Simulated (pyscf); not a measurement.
## `[BH]=[N]`, doublet

Gas-phase minimum from PySCF at ωB97X-D3(BJ)/def2-SVP, one conformer. HB=N• lies 15.4 kcal/mol over its isomer [B=NH]• (electronic energy, ωB97M-D3(BJ)/def2-TZVP). 

```xyz
3

B      0.6691     0.6626    -0.0476
N      1.5575     0.9037    -0.9760
H     -0.1374     0.4432     0.7953
```
Charge 0, spin multiplicity 2.

Bonds (Å): B1–N2 1.307, B1–H3 1.187. Angles (°): N2–B1–H3 180.0.

Properties at ωB97X-D3(BJ)/def2-SVP:

Harmonic wavenumbers, unscaled: 684, 717, 1653, 2858 cm⁻¹
Zero-point energy: 8.5 kcal/mol
Rotational symmetry number: 1
Entropy of this conformer at 298 K and 1 atm, rigid rotor and harmonic oscillator, modes under 100 cm⁻¹ raised to 100: 208.8 J/(mol K)
Dipole moment: 2.62 D
Spin expectation value S2: 0.753

Single-point totals, which compare only within one level (frozen core for MP2 and CC):

```json
[
 {"level": "ωB97X-D3(BJ)/def2-TZVP", "total energy (hartree)": "-80.14845"},
 {"level": "PBE/def2-TZVP", "total energy (hartree)": "-80.00912"},
 {"level": "r²SCAN/def2-TZVP", "total energy (hartree)": "-80.06960"},
 {"level": "B3LYP-D3(BJ)/def2-TZVP", "total energy (hartree)": "-80.12891"},
 {"level": "PBE0-D3(BJ)/def2-TZVP", "total energy (hartree)": "-80.01518"},
 {"level": "M06-2X/def2-TZVP", "total energy (hartree)": "-80.08613"},
 {"level": "ωB97M-D3(BJ)/def2-TZVP", "total energy (hartree)": "-80.14664"},
 {"level": "UHF/def2-TZVPP", "total energy (hartree)": "-79.66275"},
 {"level": "MP2/def2-TZVPP", "total energy (hartree)": "-79.90966"},
 {"level": "CCSD/def2-TZVPP", "total energy (hartree)": "-79.93168"},
 {"level": "CCSD(T)/def2-TZVPP", "total energy (hartree)": "-79.94326"}
]
```

The CCSD(T) − MP2 part came from Ansatz, without density fitting, on the same reference. The term symbol of open-shell HB=N• was not checked; spin-orbit terms and orbital degeneracy are left out.
